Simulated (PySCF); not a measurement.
**Exact simulation of a proton spin system**

Molecule: SMILES C=Cc1cccc(F)c1F, C8H6F2.

Geometry:
| atom | x (Å) | y (Å) | z (Å) |
| --- | --- | --- | --- |
| C1 | 2.982 | 0.233 | 0.159 |
| C2 | 1.896 | -0.546 | 0.235 |
| C3 | 0.500 | -0.099 | 0.184 |
| C4 | 0.109 | 1.246 | 0.068 |
| C5 | -1.230 | 1.609 | 0.021 |
| C6 | -2.229 | 0.636 | 0.088 |
| C7 | -1.863 | -0.694 | 0.203 |
| F8 | -2.782 | -1.649 | 0.268 |
| C9 | -0.517 | -1.058 | 0.252 |
| F10 | -0.218 | -2.349 | 0.365 |
| H11 | 2.924 | 1.319 | 0.047 |
| H12 | 3.982 | -0.202 | 0.207 |
| H13 | 2.032 | -1.625 | 0.344 |
| H14 | 0.878 | 2.019 | 0.015 |
| H15 | -1.507 | 2.661 | -0.069 |
| H16 | -3.291 | 0.889 | 0.053 |

Computational details: geometry: PBE0-D3(BJ)/def2-SVP, shieldings: GIAO HF/pcSseg-1, spin–spin couplings from B3LYP/pcJ-1 (spin–dipole term only in couplings to heteroatoms), in PySCF (no solvent, one computed conformer, non-relativistic).

Shifts are taken against calculated references (same method and geometry level): TMS for 1H (31.69 ppm).

Shifts (ppm): F8 -119.8, F10 -127.7, H11 6.30, H12 5.83, H13 7.14, H14 7.83, H15 7.34, H16 7.36.
Couplings (Hz): F8–F10: -10.7; F8–H11: 0.3; F8–H12: 0.8; F8–H13: -0.2; F8–H14: -1.8; F8–H15: 4.3; F8–H16: 10.2; F10–H12: -1.1; F10–H13: 2.2; F10–H14: 5.3; F10–H15: -2.0; F10–H16: 7.8; H11–H12: 0.9; H11–H13: 19.4; H12–H13: 12.8; H12–H14: 0.2; H12–H15: -0.2; H13–H14: -0.7; H13–H15: 0.7; H13–H16: -0.3; H14–H15: 9.0; H14–H16: 1.2; H15–H16: 9.1.

The 8-spin Hamiltonian (Zeeman plus full scalar coupling among like nuclei) was diagonalised exactly; lines are Lorentzian, 0.5 Hz wide, and the maxima above 3 % are listed with the tallest set to 100.

Question: Give the 1H peak list of this spin system at 80 MHz.

Answer: 
Hz from δ = 0 (height): 635.8 (9), 635.2 (9), 634.1 (9), 633.5 (10), 631.9 (12), 631.1 (17), 630.0 (11), 629.0 (21), 627.4 (13), 627.1 (13), 626.2 (16), 625.7 (25), 625.1 (16), 623.7 (37), 620.3 (15), 619.8 (16), 618.7 (15), 618.1 (15), 614.9 (3), 614.0 (4), 613.4 (5), 603.0 (8), 602.1 (3), 596.4 (47), 594.1 (47), 592.8 (39), 592.0 (49), 589.8 (19), 588.1 (100), 587.7 (90), 587.1 (65), 584.5 (34), 583.1 (36), 581.8 (21), 581.5 (22), 580.1 (60), 577.7 (19), 577.2 (21), 575.6 (16), 575.4 (16), 574.1 (8), 572.4 (5), 571.1 (16), 570.5 (24), 568.6 (22), 557.9 (31), 556.1 (28), 513.0 (74), 511.7 (87), 493.6 (48), 492.4 (42), 473.8 (25), 472.7 (51), 471.8 (51), 470.8 (23), 461.2 (19), 460.2 (40), 459.2 (42), 458.2 (20)

Question: And at 400 MHz?

Answer: 
Hz from δ = 0 (height): 3141.1 (14), 3140.5 (16), 3138.8 (23), 3138.0 (18), 3137.7 (18), 3136.9 (14), 3135.8 (14), 3135.1 (14), 3134.0 (15), 3133.2 (25), 3132.6 (18), 3130.9 (48), 3130.2 (59), 3129.2 (19), 3128.5 (16), 3126.7 (16), 3126.3 (17), 3125.6 (16), 3125.0 (15), 3123.8 (15), 3123.2 (14), 2959.7 (9), 2958.0 (12), 2950.6 (44), 2948.8 (32), 2948.2 (16), 2947.1 (5), 2946.8 (5), 2944.8 (100), 2941.8 (52), 2941.3 (59), 2939.1 (63), 2937.6 (67), 2937.1 (83), 2935.8 (28), 2932.8 (54), 2931.8 (53), 2928.5 (6), 2928.0 (8), 2927.4 (9), 2926.8 (8), 2922.7 (7), 2922.1 (6), 2873.5 (23), 2871.9 (17), 2871.2 (22), 2860.7 (25), 2858.5 (23), 2854.1 (26), 2851.9 (25), 2841.4 (27), 2839.1 (26), 2529.8 (89), 2529.1 (90), 2510.4 (80), 2509.7 (80), 2339.7 (29), 2338.8 (67), 2337.8 (67), 2337.0 (29), 2326.9 (28), 2326.0 (63), 2325.1 (63), 2324.2 (28)

Question: Among coupled protons with different shifts, which pair is furthest from first order, and how does the field change that?

Answer: H15 and H16: Δν/J is about 0.2 at 80 MHz (strongly coupled) and 0.9 at 400 MHz (strongly coupled). J in Hz doesn't depend on the field, while Δν in Hz grows in proportion to it.

Unscaled 3J(H,H) at this level run about 10 % above measured values.
